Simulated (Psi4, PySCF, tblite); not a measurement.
Two rigid molecules brought together: Cl2CrO2 ··· H2O (SMILES [O]=[Cr](=[O])([Cl])[Cl] and O). Monomers: optimised at B3LYP-D3(BJ) (def2-TZVP), held rigid. Orientation: lowest of the rigid-body minima from ten starts at GFN2-xTB. Only R, the distance of the centres of mass, is varied, so the lowest point isn't the relaxed dimer.

Levels of theory: GFN2-xTB (tblite); RHF/STO-3G = restricted Hartree-Fock/STO-3G, no counterpoise correction run with PySCF; RKS-B3LYP/6-31G* = restricted B3LYP/6-31G*, spherical d, no counterpoise correction (PySCF); wB97M-V/def2-TZVP, counterpoise-corrected (Psi4).

Interaction energies in kcal/mol; the last columns give the difference from wB97M-V:

```
R / Å  GFN2-xTB  RHF/STO-3G  RKS-B3LYP/6-31G*  wB97M-V/def2-TZVP  GFN2-xTB − wB97M-V/def2-TZVP  RHF/STO-3G − wB97M-V/def2-TZVP  RKS-B3LYP/6-31G* − wB97M-V/def2-TZVP
-----  --------  ----------  ----------------  -----------------  ----------------------------  ------------------------------  ------------------------------------
2.67      -5.76        0.58              8.24              13.81                        -19.56                          -13.22                                 -5.57
2.94     -13.29       -5.37             -0.27               3.54                        -16.83                           -8.91                                 -3.81
3.10     -14.15       -5.87             -2.54               0.41                        -14.56                           -6.27                                 -2.95
3.33     -13.03       -4.89             -3.84              -1.79                        -11.24                           -3.10                                 -2.05
3.47     -11.70       -3.98             -4.01              -2.30                         -9.39                           -1.68                                 -1.71
3.82      -8.03       -2.04             -3.69              -2.31                         -5.72                            0.27                                 -1.38
4.07      -5.82       -1.21             -3.29              -1.90                         -3.92                            0.69                                 -1.38
4.60      -2.81       -0.44             -2.42              -1.07                         -1.74                            0.63                                 -1.35
5.32      -1.12       -0.15             -1.39              -0.48                         -0.64                            0.33                                 -0.92
6.31      -0.44       -0.04             -0.43              -0.18                         -0.26                            0.14                                 -0.26
7.56      -0.19        0.00             -0.07              -0.06                         -0.13                            0.06                                  0.00
```

GFN2-xTB is furthest from wB97M-V/def2-TZVP at 2.67 (-19.56 kcal/mol, below); its mean absolute difference over the points is 7.64 kcal/mol.

RHF/STO-3G is furthest from wB97M-V/def2-TZVP at 2.67 (-13.22 kcal/mol, below); its mean absolute difference over the points is 3.21 kcal/mol.

RKS-B3LYP/6-31G* is furthest from wB97M-V/def2-TZVP at 2.67 (-5.57 kcal/mol, below); its mean absolute difference over the points is 1.94 kcal/mol.
